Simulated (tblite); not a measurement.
Species: C₅H₉BNSi (doublet state).
Structure used (GFN2-xTB), in Å, numbered top down from 1:
```
atom  x, y, z in Å
C1    -4.2926   -0.0618   -0.2791
C2    -2.9794   -0.1267    0.0642
C3    -1.9491    0.4907   -0.6405
N4    -0.6474    0.4051   -0.2738
B5     0.4839    0.9745   -0.8958
C6     1.8269    0.7003   -0.2677
C7     2.9002    0.4620    0.2506
Si8    4.5253    0.0864    1.0356
H9    -4.6152    0.4891   -1.1444
H10   -5.0490   -0.5583    0.2997
H11   -2.7005   -0.6946    0.9456
H12   -2.1617    1.0694   -1.5260
H13   -0.5061   -0.1522    0.5623
H14    0.3541    1.6258   -1.8614
H15    4.3117   -0.0709    2.4793
H16    5.4562    1.1876    0.7757
H17    5.0357   -1.1650    0.4657
```

Computed values, GFN2-xTB/tblite, gas phase, harmonic and unscaled. Errors from tens to a few hundred cm⁻¹ against measured bands are possible. Modes of hydrogen on boron and silicon can be 10 to 20 % off. One conformer, not necessarily the lowest. Open shells enter through the occupations alone, without spin polarisation, and single modes of such species can be off by tens of per cent. The optimisation stopped once no atom felt more than 0.01 eV/Å.

Lowest wavenumbers of the output (negative numbers stand for imaginary wavenumbers):
```
mode    cm-1
  1     -21.8
  2      45.8
  3      65.6
  4     122.4
  5     151.5
  6     196.3
  7     213.8
  8     245.2
  9     343.7
 10     356.4
 11     381.4
 12     528.0
 13     533.7
 14     539.2
 15     564.4
```

Question: Is this structure a minimum?

Answer: Not by this Hessian. 1 mode is imaginary beyond 20i (22i cm⁻¹), so at this level the point lies at or near a first-order saddle. The curvature is small, so loose convergence or finite differences may be the whole cause.

Question: Which atoms move in the imaginary mode?

Answer: 22i: H16 (hydrogen on silicon) 32 %, H17 (hydrogen on silicon) 31 %, H15 (hydrogen on silicon) 28 %. These are shares of the mass-weighted motion.

Question: What is the remedy?

Answer: Step along that mode in both directions, optimise again with tighter thresholds and repeat the frequencies. The zero-point energy of this point (74.7 kcal/mol) counts the 44 real modes alone, and thermal corrections from it aren't those of a minimum.
